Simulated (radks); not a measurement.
All-electron atom: the tin ion Sn4+ in [Kr] 4d9.75 5p0.25 (fractional occupations, a model configuration).

Method: scalar-relativistic Kohn-Sham, exchange-only LDA, spin-polarised, spherical densities, point nucleus; open shells are filled with parallel spins first (spin-orbit coupling, left out, can overturn this in heavy ions); computed with a radial shooting solver on a logarithmic mesh with Libxc functionals.

Energy parts (eV):
| part | energy |
|---|---|
| total | -167717.962 |
| kinetic | 175166.831 |
| electron-nucleus | -403897.156 |
| Hartree | 65188.234 |
| exchange | -4175.871 |

Orbitals (lengths in bohr, moments of r in powers of bohr):
| orbital | occ. | eigenvalue (eV) | <r^2> |
|---|---|---|---|
| 1s up | 1 | -29022.58 | 0.001145 |
| 1s down | 1 | -29022.57 | 0.001145 |
| 2s up | 1 | -4418.557 | 0.01861 |
| 2s down | 1 | -4418.487 | 0.01861 |
| 2p up | 3 | -3973.295 | 0.01468 |
| 2p down | 3 | -3973.236 | 0.01468 |
| 3s up | 1 | -886.7484 | 0.1321 |
| 3s down | 1 | -886.6929 | 0.1321 |
| 3p up | 3 | -741.2402 | 0.1327 |
| 3p down | 3 | -741.1803 | 0.1327 |
| 3d up | 5 | -516.5444 | 0.1177 |
| 3d down | 5 | -516.4702 | 0.1177 |
| 4s up | 1 | -176.3625 | 0.7552 |
| 4s down | 1 | -176.1046 | 0.7549 |
| 4p up | 3 | -132.1536 | 0.8891 |
| 4p down | 3 | -131.8860 | 0.8884 |
| 4d up | 5 | -67.8863 | 1.341 |
| 4d down | 4.75 | -67.5740 | 1.334 |
| 5s up | 0 | -46.6051 | 4.598 |
| 5s down | 0 | -45.8663 | 4.544 |
| 5p up | 0.25 | -36.5070 | 6.054 |
| 5p down | 0 | -35.6368 | 5.991 |
| 5d up | 0 | -23.1788 | 10.81 |
| 5d down | 0 | -22.2056 | 10.99 |
| 4f up | 0 | -17.8161 | 10.14 |
| 6p up | 0 | -17.6225 | 23.39 |
| 6p down | 0 | -17.0557 | 24.39 |
| 4f down | 0 | -16.9689 | 10.29 |

The highest occupied level is 5p up at -36.507 eV. The configuration is held as typed, so some empty levels lie below it. Spin moment in Bohr magnetons: 0.5.
